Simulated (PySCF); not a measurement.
# ICl₂⁺: from structure and modes to constants

Level of theory: PBE0 in PySCF with I def2-TZVP with ECP28, Cl def2-TZVP; scalar-relativistic core potentials, no spin–orbit coupling; density-fitted integrals.

The singlet minimum has C2v symmetry. Masses (u): I 126.90447, Cl 34.96885.

```xyz
3
charge 1 multiplicity 1, angstrom
I     0.0000    0.0000   -0.5021
Cl    1.7574    0.0000    0.9127
Cl   -1.7574    0.0000    0.9127
```

Harmonic wavenumbers (cm⁻¹): 138.8 (a1, ×1), 416.3 (b2, ×1), 423.8 (a1, ×1).

What is the harmonic zero-point energy?

Half the sum of all 3 wavenumbers, 979/2 = 489 cm⁻¹, which is 5.9 kJ/mol (1 cm⁻¹ = 0.0119627 kJ/mol).

Find the vibrational entropy and heat capacity at 298.15 K.

With u = 1.43878 ω/T, each mode gives S = R[u/(eᵘ−1) − ln(1−e⁻ᵘ)] and C = R u² eᵘ/(eᵘ−1)².
| ω (cm⁻¹) | u | S (J/(mol K)) | C (J/(mol K)) |
| --- | --- | --- | --- |
| 138.8 | 0.670 | 11.80 | 8.01 |
| 416.3 | 2.009 | 3.78 | 6.00 |
| 423.8 | 2.045 | 3.68 | 5.93 |
The sums over all modes are S = 19.3 and C = 19.9 J/(mol K); the softest mode gives 61 % of the entropy.

Give the standard entropy (298.15 K, 1 bar) by its translational, rotational, vibrational and spin parts, and Cp.

Sackur–Tetrode with M = 196.84 u gives 174.7; rotation with symmetry number 2 gives 107.6; vibration 19.3; spin R ln 1 = 0.0. The total is 301.6 J/(mol K), and Cp = 4 R + 19.9 = 53.2 J/(mol K).

Other isomers or separated fragments may lie lower.
